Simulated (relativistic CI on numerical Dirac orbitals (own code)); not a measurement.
Sc2+: resonant inelastic scattering at the L2,3 edge

Computed with this model: Dirac-Coulomb-Breit CI, orbitals from a KLI potential per configuration, a model potential for QED, valence Slater integrals scaled by 0.9, Kramers-Heisenberg scattering through one core-hole configuration in a parametric crystal field; configurations [Ar] 3d → [He] 2s2 2p5 3s2 3p6 3d2; 300 K; core-hole width 0.4 eV; summed over polarisations. Incident energies are the highest absorption maxima for each field (at most a few, so the weaker spin-orbit partner edge can be absent), on the computed scale of the free ion. Intensities are in per cent of the strongest line above 0.02 eV; levels within 1 cm⁻¹ are merged; final levels count from the ground level, the first row holds all elastic scattering, lines under 0.4 are left out and each table stops after 24 rows. The scale of the Slater integrals is a model choice and moves the terms in proportion.

Field parameters in Wybourne normalisation: D3d B²₀ = −7Dσ, B⁴₀ = −14Dq − 21Dτ, B⁴₃ = −14√(10/7) Dq. The field is a parameter set, without covalency.

S is read from ⟨S²⟩ = S(S + 1).

D3d, 10Dq = 24550, Dσ = -1160, Dτ = 230 cm⁻¹:

```csv
Final level (eV),Degeneracy,Irrep,S,404.4 eV,407.1 eV,408.6 eV
0.000,2,Γ5+Γ6,0.50,641.3,253.3,254.1
0.010,2,Γ4,0.50,44.6,64.9,40.8
0.269,2,Γ4,0.50,65.9,88.2,40.0
3.284,2,Γ4,0.50,41.5,32.8,52.8
3.286,2,Γ5+Γ6,0.50,43.7,16.3,100.0
```

D3d, 10Dq = 10800, Dσ = -960, Dτ = -80 cm⁻¹:

| Final level (eV) | Degeneracy | Irrep | S | 403.2 eV | 406.6 eV | 407.6 eV |
| --- | --- | --- | --- | --- | --- | --- |
| 0.000 | 2 | Γ5+Γ6 | 0.50 | 173.0 | 231.3 | 374.7 |
| 0.010 | 2 | Γ4 | 0.50 | 18.2 | 49.9 | 45.2 |
| 0.443 | 2 | Γ4 | 0.50 | 26.8 | 87.3 | 65.1 |
| 1.475 | 2 | Γ4 | 0.50 | 18.1 | 16.9 | 100.0 |
| 1.477 | 2 | Γ5+Γ6 | 0.50 | 30.6 | 17.7 | 82.4 |

For the first field the strongest loss at the lowest incident energy is the level at 0.27 eV (S = 0.50, against 0.50 in the thermal ground state).
